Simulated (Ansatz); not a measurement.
AlFH₃NO₂Si (`O[Si]1(O)[NH][Al]1[F]`), relaxed with RKS PBE-D4/def2-SVP in the Gaussian-basis code of Ansatz from a rough embedded geometry. The force threshold is 0.03 eV/Å; the program also tests the step.

The species carries charge 0 and has multiplicity 1.

Start:

```xyz
9

O     0.236    1.779   -0.996
Si   -0.039    0.169   -0.412
O    -0.525   -0.924   -1.627
N     1.335   -0.488    0.417
Al    0.084   -0.477    1.812
F    -0.393   -0.111    3.535
H    -0.659    2.169   -1.085
H    -1.544   -0.675   -1.801
H     1.503   -1.442    0.158
```

```csv
step,energy (eV),largest force (eV/Å),largest move (Å)
1,-22800.2452,2.869,0.000
2,-22800.8972,2.460,0.197
3,-22801.2554,1.684,0.200
4,-22801.6384,0.725,0.200
5,-22801.7360,0.486,0.200
6,-22801.7769,0.607,0.200
7,-22801.8097,0.421,0.073
8,-22801.8299,0.578,0.086
9,-22801.8812,0.357,0.200
10,-22801.9064,0.305,0.200
11,-22801.9134,0.165,0.112
12,-22801.9181,0.177,0.043
13,-22801.9182,0.168,0.010
14 (rejected),-22801.9152,0.378,0.029
15,-22801.9198,0.034,0.015
16,-22801.9200,0.014,0.009
```

End:

```xyz
9

O    -0.185    1.447   -1.335
Si   -0.344    0.070   -0.380
O    -0.961   -1.046   -1.460
N     1.023   -0.530    0.564
Al   -0.146   -0.206    1.912
F    -0.076   -0.417    3.573
H     0.082    2.241   -0.839
H    -1.313   -0.640   -2.274
H     1.919   -0.920    0.239
```

Run time 15 s (4 threads of an INTEL XEON PLATINUM 8581C on a shared host); peak host memory 0.2 GiB.
